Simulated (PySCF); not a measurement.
# Worked example: oscillator strength and radiative lifetime

B₂H₆O₄Si, SMILES OB(O)[SiH2]B(O)O.

Coordinates come from a B3LYP-D3(BJ)/def2-SVP optimisation. This is a generated structure with no PubChem entry under its InChIKey; it may be hypothetical. One conformer was computed; it need not be the lowest.

TDA-B3LYP/def2-SVPD in PySCF 2.14.0 puts the first singlet state with f over 0.02 at 6.38 eV (vertical), with the transition dipole (0.769, 0.076, 0.028) in atomic units.

Find the oscillator strength, the wavelength and the radiative lifetime that this transition would have in vacuum if emission retraced absorption.


|μ|² = 0.5979 au, so |μ| = 1.97 D. ΔE = 6.38/27.211 = 0.2345 hartree. f = (2/3) ΔE |μ|² = 0.093 (the program prints 0.093).
λ = 1239.84/6.38 = 194 nm; ν = 51458 cm⁻¹.
Einstein's coefficient A = 0.6670 ν² f s⁻¹ (ν in cm⁻¹) = 1.7e8 s⁻¹, so τ = 1/A = 6.1 ns. This state is S2; the lower singlet has f = 0.006. The figure is the radiative limit of this one transition; relaxation, internal conversion, crossing to triplets and a medium change what is measured.
